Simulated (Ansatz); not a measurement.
Harmonic frequencies (cm⁻¹) at PBE0-D4/def2-TZVP from Ansatz: 43, 54, 62, 102, 144, 254, 321, 484, 499, 576, 636, 727, 739, 845, 943, 954, 958, 988, 1018, 1039, 1168, 1248, 1392, 2062, 2193, 2216, 2220, 2550, 2629, 3600.

Each molecule was computed in one conformer, which needn't be the lowest.

Task: Which molecule is it?
A. `[SiH3]C1[SiH2]S1`
B. `C=NB(N)O`
C. `CCSP`
D. `B[NH][GaH][O][SiH3]`

Result: D.
